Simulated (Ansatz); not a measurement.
One change: `[SiH3][Al]([Cl])[Cl]` becomes `[SiH3][In]([Cl])[Cl]`.

Ansatz, PBE0-D4/def2-TZVP geometries, multiplicity 1. 

Elements past krypton have def2 core potentials.

```tsv
property	`[SiH3][Al]([Cl])[Cl]`
LUMO energy (PBE/def2-TZVPP) / eV	-2.59
LUMO energy (B3LYP/def2-TZVPP) / eV	-2.01
LUMO energy (ωB97M-V/def2-TZVPP) / eV	-0.13
HOMO energy (PBE/def2-TZVPP) / eV	-7.18
HOMO energy (PBE0/def2-TZVPP) / eV	-8.31
LUMO energy (PBE0/def2-TZVPP) / eV	-1.86
```

Q: Give the same properties after the change, and the shifts. (Best estimate.)

A: The calculation gave: 
| property | `[SiH3][In]([Cl])[Cl]` | shift |
| --- | --- | --- |
| LUMO energy (PBE/def2-TZVPP) / eV | -2.84 | -0.25 |
| LUMO energy (B3LYP/def2-TZVPP) / eV | -2.38 | -0.37 |
| LUMO energy (ωB97M-V/def2-TZVPP) / eV | -0.52 | -0.39 |
| HOMO energy (PBE/def2-TZVPP) / eV | -7.13 | 0.05 |
| HOMO energy (PBE0/def2-TZVPP) / eV | -8.30 | 0.01 |
| LUMO energy (PBE0/def2-TZVPP) / eV | -2.16 | -0.30 |

B3LYP here is the variant with VWN-RPA as its local correlation; programs differ in this.
